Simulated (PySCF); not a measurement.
**[Tm(SH)2]+ at several levels of theory**

Computed with PySCF 2.14.0 (density fitting, no spin-orbit coupling) at the geometry relaxed with PBE0:

```xyz
5
[Tm(SH)2]+ (singlet in the valence; each metal's 4f electrons, 12 of them, lie in its core potential, out of spins and levels)
Tm    0.0000    0.0000   -0.7242
S     1.8642   -0.0736    0.8562
H     2.8465   -0.2396   -0.0684
S    -1.8642    0.0736    0.8562
H    -2.8465    0.2396   -0.0684
```

```
level                                                 basis    state  HOMO (eV)  gap (eV)  charge on Tm1 (e)  population of f-type functions on Tm1 (polarisation alone where 4f lies in the core)  dipole about the centre of mass (D)  largest force component (eV/Å)
 PBE0     Tm lcecp-1-SVP with ECP58, S def2-SVP, H def2-SVP  singlet     -12.21      4.51               1.07                                                                                  0.02                                 7.19                            0.01
   HF                                              the same  singlet     -14.56      9.00               1.35                                                                                  0.03                                 8.79                            0.84
 PBE0  Tm lcecp-1-TZVP with ECP58, S def2-TZVP, H def2-TZVP  singlet     -12.14      4.53               1.37                                                                                  0.02                                 6.84                            0.19
```

In the lcecp rows the 4f levels are missing from HOMO and gap, and the state counts the valence alone.

Charges are Mulliken's, which hang on the basis. The relaxation used the grid (50, 194), these runs (75, 302) or, all-electron (x2c bases, spin-free X2C Hamiltonian), (99, 590).

Q: What does TPSSh with Tm lcecp-1-SVP with ECP58, S def2-SVP, H def2-SVP give here?

A: state singlet, HOMO (eV) -11.63, gap (eV) 3.69, charge on Tm1 (e) 1.09, population of f-type functions on Tm1 (polarisation alone where 4f lies in the core) 0.02, dipole about the centre of mass (D) 7.13, largest force component (eV/Å) 0.26. Time: 4 s on 2 threads of Arm Neoverse V1 (shared host), from an already converged density.

In the first row's basis the gap widens with exact exchange: 3.7 to 4.5 eV for TPSSh, PBE0 (a fixed share); 9.0 eV for Hartree–Fock (rising or full at long range).

An lcecp potential fixes the number of 4f electrons, so in runs with it no electron can move into or out of that shell.
